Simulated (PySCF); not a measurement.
# How methods differ on the interval between two levels of Sb

Sb [Kr] 4d10 5s2 5p3 [4S3/2, M_J = 3/2] → Sb [Kr] 4d10 5s1 5p3 6s1 [6S5/2, M_J = 5/2], as a difference of total energies. Computed with PySCF 2.14 in x2c-SVPall-2c with one added diffuse shell each of s, p type (7s9p4d, 54 functions), with the two-component X2C-1e Hamiltonian. Correlated levels: [Ar] 3d10 frozen; the 6 highest virtual spinors dropped. "Screened" scales the spin-orbit matrix elements by Boettger's factors to mimic the two-electron term; Breit and QED terms are absent.

```tsv
method	interval between two levels (cm⁻¹)
GHF (spin-free)	79579
GMP2 (spin-free)	86524
GHF (screened spin-orbit)	79680
GMP2 (screened spin-orbit)	86608
```

The labels give the starting determinants; with spin-orbit coupling the two ends relaxed to ⟨J²⟩ = 3.75, ⟨L²⟩ = 0.07, ⟨S²⟩ = 3.70 and ⟨J²⟩ = 8.75, ⟨L²⟩ = 0.04, ⟨S²⟩ = 8.73.

The promoted electron is Rydberg-like, and one or two diffuse shells describe it only roughly, which tends to raise the upper state.
